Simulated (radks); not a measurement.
Problem. The mean radii <r> (bohr) of the occupied orbitals of an atom or ion are listed with their occupations. Calculated with a radial shooting solver on a logarithmic mesh with Libxc functionals: scalar-relativistic Kohn-Sham, r2SCAN, spin-polarised, spherical densities, finite nucleus; meta-GGA in the generalised Kohn-Sham scheme; Fermi nuclear charge, rms radius of each element as measured or else 0.836 A^(1/3) + 0.57 fm.

| orbital | occ. | <r> |
|---|---|---|
| 1s down | 1 | 0.06091 |
| 1s up | 1 | 0.06091 |
| 2s up | 1 | 0.2791 |
| 2s down | 1 | 0.2784 |
| 2p up | 3 | 0.2473 |
| 2p down | 3 | 0.2465 |
| 3s up | 1 | 0.8514 |
| 3s down | 1 | 0.8563 |
| 3p up | 3 | 0.9030 |
| 3p down | 3 | 0.9100 |
| 3d up | 5 | 1.120 |

Name the element and its charge. Open shells, if any, are filled with parallel spins first.

Solution. Z = 25, manganese, charge +2: Mn2+ in [Ar] 3d5. The 1s radius gives Z: for a bare nucleus <r> = (2 gamma + 1)/(2Z) with gamma = sqrt(1 - (Z/c)^2), 0.05933 bohr for Z = 25, and screening makes it slightly larger (0.06091 here). The occupations add up to 23, and the charge is Z minus that.
